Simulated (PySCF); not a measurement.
Cd(Br)(SiMe3), SMILES [Cd]([Si](C)(C)C)[Br] at its GFN2-xTB optimised geometry (Å):

```
15

Cd    -0.5089     1.6104     0.0000
Br    -3.0647     1.2649     0.0599
Si     0.7444    -0.5910     0.0000
C      0.1113    -1.5112     1.5677
C      2.6639    -0.5910     0.0000
C      0.1113    -1.5228    -1.5610
H      0.3748    -2.5651     1.5520
H      0.5293    -1.0837     2.4772
H     -0.9743    -1.4475     1.6413
H      3.0647    -0.0894     0.8753
H      3.0647    -0.0970    -0.8796
H      3.0388    -1.6104     0.0044
H      0.5321    -1.1047    -2.4734
H     -0.9741    -1.4575    -1.6371
H      0.3725    -2.5770    -1.5351
```

Level of theory: CAM-B3LYP/def2-TZVP, def2 effective core potentials past Kr (PySCF). The core electrons that the potentials of Cd replace are not part of the density.

Map of the HOMO−1 amplitude (bohr^(-3/2)) on the plane z = 1.2 Å; orbital energy -8.57 eV, overall sign arbitrary:

```
|000000000000000000000000000|
|000000000000000000000000000|
|000000000000000000000000000|
|000000000000000000000000000|
|000011111000000000000000000|
|001111111111100000000000000|
|011111211111111000000000000|
|011123332111111100000000000|
|111235543211111100000000000|
|111357874321111100000000000|
|112358985321111100000000000|
|111357874321111100000000000|
|111235543211111000000000000|
|011123322111100000000000000|
|011111211110000000000000000|
|000111111100000000000000000|
|000011111000000000000000000|
|000000000000000000000000000|
|000000000000000000000000000|
|000000000000001000000000000|
|000000000000001000000000000|
|000000000000000000000000000|
|000000000000000000000000000|
|000000000000000000000000000|
|000000000000000000000000000|
|000000000000000000000000000|
|000000000000000000000000000|
```
Scale: ten equal steps from -0.013 (start of '0') to 0.147 (end of '9'), in the order '0123456789'; x runs from -5.50 to 5.50, y from -5.50 (bottom) to 5.50 (top).
